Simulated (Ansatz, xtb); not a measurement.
Spectroscopic constants of NiSb, multiplicity 4 (lowest of 2S+1 = 2, 4, 6 at PBE0/def2-TZVPP; our sources give no spin for the ground state, which may be another). No spin–orbit coupling. Ni is treated without relativity.

The constants come from a fifth-degree fit in 1/R (seven points, main isotopes). Runs in def2 and cc sets follow the lowest solution found near the PBE0 minimum.

The values were computed with Ansatz (Gaussian basis) for Hartree–Fock, density functionals and correlated methods; xtb for the GFN methods.  In def2 rows elements past Kr take small-core potentials, without spin–orbit coupling. The GFN methods have no spin term and hold the electronic entropy of 300 K.

| level | r_e (Å) | ω_e (cm⁻¹) | α_e (cm⁻¹) | ω_e x_e (cm⁻¹) | dipole (D) |
|---|---|---|---|---|---|
| GFN2-xTB | 2.351 | 229 | 0.00070 | 1.8 | - |
| PBE/def2-TZVPP | 2.389 | 250 | 0.00031 | 0.74 | 2.01 |
| r2SCAN/def2-TZVPP | 2.381 | 261 | 0.00032 | 0.79 | 2.37 |
| B97M-V/def2-TZVPP | 2.414 | 246 | 0.00032 | 0.76 | 1.87 |
| B3LYP/def2-TZVPP | 2.429 | 239 | 0.00033 | 0.76 | 2.11 |
| PBE0/def2-TZVPP | 2.415 | 244 | 0.00032 | 0.75 | 2.53 |
| BHLYP/def2-TZVPP | 2.457 | 228 | 0.00031 | 0.65 | 2.98 |
| CAM-B3LYP/def2-TZVPP | 2.414 | 246 | 0.00031 | 0.71 | 2.60 |
| wB97X-V/def2-TZVPP | 2.413 | 248 | 0.00030 | 0.66 | 3.19 |
| wB97M-V/def2-TZVPP | 2.417 | 247 | 0.00030 | 0.67 | 2.96 |
| B2PLYP/def2-TZVPP | 2.404 | 249 | 0.00033 | 0.78 | - |

Correlated levels freeze the inner cores; with def2 sets outer-core shells near the valence are correlated too.

Ansatz is a program for electronic structure.
